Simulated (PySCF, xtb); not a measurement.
dimethyl selenide cation (C2H6Se), SMILES C[Se]C (connectivity only; charge and spin as stated), charge +1, multiplicity 2.

Harmonic wavenumbers (cm⁻¹) from xtb with GFN2-xTB at its own minimum, in rising order: 48, 97, 212, 586, 589, 812, 816, 840, 929, 1283, 1291, 1353, 1360, 1375, 1376, 2977, 2980, 2989, 2992, 3030, 3034.

Question: What does B3LYP-D3(BJ)/def2-SVP in PySCF 2.14.0 give at its own minimum? (Estimate from the structure and the level; the computed values follow.)

Answer: 68, 118, 226, 576, 584, 803, 838, 869, 993, 1277, 1297, 1389, 1393, 1413, 1416, 3025, 3030, 3136, 3136, 3184, 3186. Paired by order, the mean absolute difference is 50 cm⁻¹ and the zero-point energies are 44.3 and 45.7 kcal/mol.
